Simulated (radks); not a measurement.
Question: Species: I-. Configuration: [Xe]. Calculated with a radial shooting solver on a logarithmic mesh with Libxc functionals: scalar-relativistic Kohn-Sham, LB94 model potential, spin-unpolarised, spherical densities, finite nucleus; Fermi nuclear charge, rms radius 4.75 fm; Watson sphere of charge +1 and radius 2.51 bohr. Some entries of the table are withheld. Estimate them.

| orbital | occ. | eigenvalue (eV) | <1/r> (bohr^-1) | r(max) (bohr) |
|---|---|---|---|---|
| 1s | 2 | -33137.58 | (1) | (2) |
| 2s | 2 | -5137.636 | 13.04 | 0.09902 |
| 2p | 6 | -4617.061 | 12.49 | 0.07936 |
| 3s | 2 | -1047.679 | 4.661 | 0.2859 |
| 3p | 6 | -878.3424 | 4.439 | 0.2796 |
| 3d | 10 | -623.7918 | 4.211 | 0.2314 |
| 4s | 2 | -186.5358 | 1.885 | 0.6799 |
| 4p | 6 | (3) | 1.725 | 0.7154 |
| 4d | 10 | -56.8347 | 1.443 | 0.7809 |
| 5s | 2 | -22.4972 | (4) | 1.676 |
| 5p | 6 | -11.9171 | 0.5293 | 2.029 |

Answer: 
(1) 1s <1/r> (bohr^-1): 56.89
(2) 1s r(max) (bohr): 0.01753
(3) 4p eigenvalue (eV): -133.7799
(4) 5s <1/r> (bohr^-1): 0.6776
